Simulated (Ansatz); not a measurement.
One geometry of the cluster Al4B2, several levels of theory.

```yaml
crystal:
  periodic: [false, false, false]
  atoms:
    - {symbol: B, position_ang: [0.726694, -0.190540, 0.007644]}
    - {symbol: B, position_ang: [-0.768508, 0.201474, -0.009505]}
    - {symbol: Al, position_ang: [-1.057102, 2.277825, 0.019174]}
    - {symbol: Al, position_ang: [1.084656, -2.257615, -0.017017]}
    - {symbol: Al, position_ang: [2.052856, 1.434568, 0.053309]}
    - {symbol: Al, position_ang: [-2.038595, -1.465722, -0.053605]}
basis:
  gaussian: {orbitals: def2-TZVP, initial_orbitals: start.molden}
hamiltonian: {xc: {name: B2PLYP}}
scf: {omitted_lower_state_checks: [starts]}
```

The file start.molden holds the orbitals of an earlier run on this structure, at another level or in another basis.

```sh
$ ansatz run in.yaml --threads 4 --pin off --events-out ev --progress --plain --max-ram 4787MiB
```

Shortened log:

```
Functional definition: B2PLYP
1318 factors; integrals over basis functions are off by at most 8.7e-4 eV
mean field evaluation 1: about -27718.6011 eV, gradient 1.1e1 eV
mean field evaluation 2: about -27718.7287 eV, gradient 2.5e-1 eV
mean field evaluation 4: about -27718.8496 eV, gradient 5.3e-3 eV
mean field evaluation 8: about -27718.8496 eV, gradient 2.4e-6 eV
mean field -27718.84960561 eV, -1018.6489344952 hartree, gradient 2.7e-6 eV, S^2 0.000000; 0 other end points of the search recorded, 0 dependent functions left out
22 core orbitals not correlated: weight in the atoms' cores, before any rotation towards them, 1.000 or more for the frozen orbitals, at most 0.000 for the correlated occupied ones
reference -27718.84975650 eV, -1018.6489400402 hartree; 9, 9 occupied and 179, 179 virtual orbitals, 1318 factors
second order -17.38388849 eV of doubles, -0.00000000 eV of singles
Total energy: -27723.54340639 eV, -1018.8214284922 hartree
Checks for a lower state left out: starts
```

Hardware: 4 threads of INTEL XEON PLATINUM 8581C on a shared host. Wall time 3.1 s.

As the first input, with `hamiltonian: {xc: pbe, dispersion: d4}`, `output: {forces: true, orbitals: {seedname: orbitals}}` (abridged; 1.5 s):

```
Functional definition: PBE
mean field -27721.32961993 eV, -1018.7400733402 hartree, gradient 2.4e-5 eV, S^2 0.000000
Total energy: -27721.81061037 eV, -1018.7577494130 hartree
Atom 0 force     0.134548    -0.034832     0.001390 eV/Å
Atom 1 force    -0.143333     0.039082    -0.001562 eV/Å
Atom 2 force     0.246860    -0.045813     0.002935 eV/Å
Atom 3 force    -0.243220     0.038669    -0.003243 eV/Å
Atom 4 force    -0.231480     0.085266    -0.002047 eV/Å
Atom 5 force     0.236625    -0.082371     0.002526 eV/Å
Dipole moment:     0.005924    -0.001451     0.000184 e Å
Checks for a lower state left out: starts
```

As the first input, with `hamiltonian: {xc: pbe0, dispersion: d4}`, `output: {orbitals: {seedname: orbitals}}` (abridged; 2.1 s):

```
Functional definition: PBE0
mean field -27723.28082757 eV, -1018.8117788985 hartree, gradient 2.8e-5 eV, S^2 0.000000
Total energy: -27723.70007860 eV, -1018.8271860896 hartree
Checks for a lower state left out: starts
```

The first input with `hamiltonian: {xc: r2scan, dispersion: d4}`, `output: {orbitals: {seedname: orbitals}}` (abridged; 2.2 s):

```
Functional definition: r2SCAN
mean field -27733.61324825 eV, -1019.1914883550 hartree, gradient 1.6e-5 eV, S^2 0.000000
Total energy: -27733.71087421 eV, -1019.1950760430 hartree
Checks for a lower state left out: starts
```

As the first input, with `gaussian: {orbitals: def2-TZVPP, initial_orbitals: start.molden}`, `correlation: {method: ccsd_t}`, `output: {orbitals: {seedname: orbitals}}` and without the key `hamiltonian` (abridged; 20 s):

```
Functional definition: HF
mean field evaluation 16: about -27666.8903 eV, gradient 2.1e-1 eV
mean field -27671.26711732 eV, -1016.9003103032 hartree, gradient 4.1e-6 eV, S^2 0.000000; unrestricted orbitals would lower it
mean field evaluation 32: about -27671.4981 eV, gradient 1.1e0 eV
22 core orbitals not correlated: weight in the atoms' cores, before any rotation towards them, 1.000 or more for the frozen orbitals, at most 0.000 for the correlated occupied ones
second order -13.11163682 eV of doubles, -0.00000000 eV of singles
cycle   1  -12.75965200 eV  change    3.5e-1 eV  update   1.9e-1
cycle   2  -13.46724315 eV  change   -7.1e-1 eV  update   7.7e-2
cycle   3  -13.68424295 eV  change   -2.2e-1 eV  update   4.2e-2
cycle   4  -13.66455365 eV  change    2.0e-2 eV  update   1.4e-2
cycle   5  -13.67000910 eV  change   -5.5e-3 eV  update   9.5e-3
cycle   6  -13.67195451 eV  change   -1.9e-3 eV  update   4.2e-3
cycle   7  -13.66901528 eV  change    2.9e-3 eV  update   1.9e-3
cycle   8  -13.66935276 eV  change   -3.4e-4 eV  update   5.4e-4
cycle   9  -13.66960062 eV  change   -2.5e-4 eV  update   1.9e-4
cycle  10  -13.66948309 eV  change    1.2e-4 eV  update   7.7e-5
cycle  11  -13.66943818 eV  change    4.5e-5 eV  update   3.6e-5
cycle  12  -13.66945749 eV  change   -1.9e-5 eV  update   1.8e-5
cycle  13  -13.66944938 eV  change    8.1e-6 eV  update   7.5e-6
perturbative correction -1.30604557 eV, -0.0479962896 hartree
Total energy: -27686.24261228 eV, -1017.4506495920 hartree
Checks for a lower state left out: starts
```

The first input with `hamiltonian: {xc: hf}`, `output: {orbitals: {seedname: orbitals}}` (abridged; 1.4 s):

```
Functional definition: HF
mean field -27671.26140746 eV, -1016.9001004695 hartree, gradient 2.7e-5 eV, S^2 0.000000
Total energy: -27671.26140746 eV, -1016.9001004695 hartree
Checks for a lower state left out: starts
```

Geometry: B3LYP-D4/def2-SVP.

Correlated methods freeze 22 core orbitals. The restricted singlet is unstable towards broken spin symmetry in Hartree–Fock (as tested in another run); at B2PLYP/def2-TZVP, PBE-D4/def2-TZVP, PBE0-D4/def2-TZVP, r2SCAN-D4/def2-TZVP and others this wasn't settled. At CCSD(T)/def2-TZVPP T1 of the charge 0 singlet is large (up to 0.033), so the single-reference result is doubtful. At CCSD(T)/def2-TZVPP the restricted singlet (for correlated methods, its reference) is unstable: a solution with broken spin symmetry lies lower. Another isomer (singlet) lies 0.16 eV lower at PBE0-D4/def2-TZVP; other spin states weren't run for this one.
